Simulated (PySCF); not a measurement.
Level of theory: PySCF with PBE-D3(BJ)/def2-TZVP // PBE-D3(BJ)/def2-SVP. Isolated molecules, 0 K electronic values unless said otherwise. One relaxed conformer stands for a flexible species; it need not be the lowest. 

Reference species: [Zr(OH)(NH2)3] (neutral, multiplicity 1).

| Item | Value |
|---|---|
| HOMO–LUMO gap | 4.65 eV |
| charge on the central atom (Mulliken) | 1.53 e |
| coordination number | 4 |

After one change: the HOMO–LUMO gap decreases by 0.10 eV; the charge on the central atom (Mulliken) hardly moves; the coordination number hardly moves.

**Question.** Name the change that produced these shifts. The new species is one of these.
A. [Zr(OH)3(NH2)]
B. [Zr(OH)4]
C. [Zr(OH)2(NH2)2]

**Answer.** C, [Zr(OH)2(NH2)2]
